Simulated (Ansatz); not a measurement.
Consider the isomerisation: `[AlH2][O]C[SiH2]S` → `C[O][AlH][S][SiH3]`.

Gas-phase electronic energies from Ansatz, PBE0-D4/def2-TZVP geometries. CCSD(T)/CBS is the MP2 limit (def2-TZVPP, def2-QZVPP) plus CCSD(T) − MP2 in def2-TZVPP, frozen cores. Functionals use def2-TZVPP. B3LYP here is the variant with VWN-RPA as its local correlation; programs differ in this. Each species was taken in one conformer, which may not be the lowest.

`[AlH2][O]C[SiH2]S`:

Cartesian coordinates in Å:
```
Al -1.786 -0.148 1.643
O -0.844 0.418 0.354
C -0.415 -0.179 -0.850
Si 1.471 -0.278 -0.823
S 2.276 1.683 -0.585
H -2.397 -1.605 1.540
H -1.966 0.853 2.846
H -0.841 -1.184 -0.989
H -0.744 0.430 -1.700
H 1.860 -1.170 0.305
H 2.026 -0.815 -2.092
H 1.361 1.995 0.352
```

`C[O][AlH][S][SiH3]`:

```xyz
12

C     0.467   -0.155   -1.818
O    -0.292   -1.085   -1.114
Al   -0.976   -1.632    0.303
S    -0.855   -0.574    2.211
Si    0.166    1.210    1.638
H     0.858   -0.615   -2.730
H     1.316    0.210   -1.230
H    -0.143    0.708   -2.107
H    -1.757   -2.993    0.271
H    -0.503    1.879    0.494
H     0.142    2.113    2.815
H     1.578    0.935    1.266
```

| level | ΔE (kcal/mol) | difference from CCSD(T)/CBS |
| --- | --- | --- |
| PBE-D4 | -30.5 | 1.6 |
| r2SCAN-D4 | -32.5 | -0.4 |
| PBE0-D4 | -31.9 | 0.2 |
| B3LYP-D4 | -31.2 | 0.9 |
| ωB97X-V | -31.1 | 1.0 |
| ωB97M-V | -30.9 | 1.2 |
| B2PLYP | -31.8 | 0.3 |
| PBE | -30.4 | 1.7 |
| r2SCAN | -32.5 | -0.4 |
| PBE0 | -31.8 | 0.3 |
| B3LYP | -31.2 | 0.9 |
| HF/def2-TZVPP | -34.0 | -1.9 |
| MP2/def2-TZVPP | -32.7 | -0.6 |
| SCS-MP2/def2-TZVPP | -32.3 | -0.2 |
| CCSD/def2-TZVPP | -31.8 | 0.3 |
| CCSD(T)/def2-TZVPP | -31.6 | 0.5 |
| HF/def2-QZVPP | -33.9 | -1.8 |
| MP2/def2-QZVPP | -33.0 | -0.9 |
| SCS-MP2/def2-QZVPP | -32.6 | -0.5 |
| HF/CBS(def2) | -33.9 | -1.8 |
| MP2/CBS(def2) | -33.2 | -1.1 |
| CCSD/CBS(def2) | -32.3 | -0.2 |
| CCSD(T)/CBS | -32.1 | 0 |

Largest T1 diagnostic among the species: 0.013.

From PBE to PBE0 (25 % exact exchange), in def2-TZVPP and without D4, ΔE moves by −1.4 kcal/mol. In def2-TZVPP, CCSD(T) changes the Hartree–Fock value by +2.4 kcal/mol (the triples alone add +0.2 kcal/mol) and MP2 by +1.3 kcal/mol.

CCSD(T)/CBS has its own doubt, a few kJ/mol and more with outer-core shells, so smaller differences from it don't rank the levels.
